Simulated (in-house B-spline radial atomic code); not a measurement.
Inner levels of argon as electrons are removed. A shift is the extra binding of the orbital against the neutral atom ([Ne] 3s2 3p6). The density at the nucleus is averaged over the nuclear charge. Computed with a radial B-spline atomic code at the basis-set limit: Dirac-Hartree-Fock, average of the configuration, finite nuclei.

```tsv
ion	configuration	shift of 1s1/2 (eV)	radius of 1s1/2 (bohr)	Σ<r²> (bohr²)	change of density at nucleus (bohr⁻³)
Ar9+	[He] 2s2 2p5	251.24	0.085477	1.1796	-5.1171
Ar10+	[He] 2s2 2p4	332.66	0.085361	0.96786	14.881
Ar11+	[He] 2s2 2p3	418.53	0.08523	0.77971	36.27
Ar12+	[He] 2s2 2p2	508.78	0.085084	0.61181	59.065
Ar13+	[He] 2s2 2p1	603.39	0.084922	0.46143	83.282
Ar14+	[He] 2s2	702.32	0.084745	0.32631	108.93
Ar15+	[He] 2s1	790.98	0.084725	0.16744	-87.19
Ar16+	1s2	882.32	0.084632	0.019179	-299.4
Ar17+	1s1	1185.82	0.082852	0.0091659	-2223.76
```
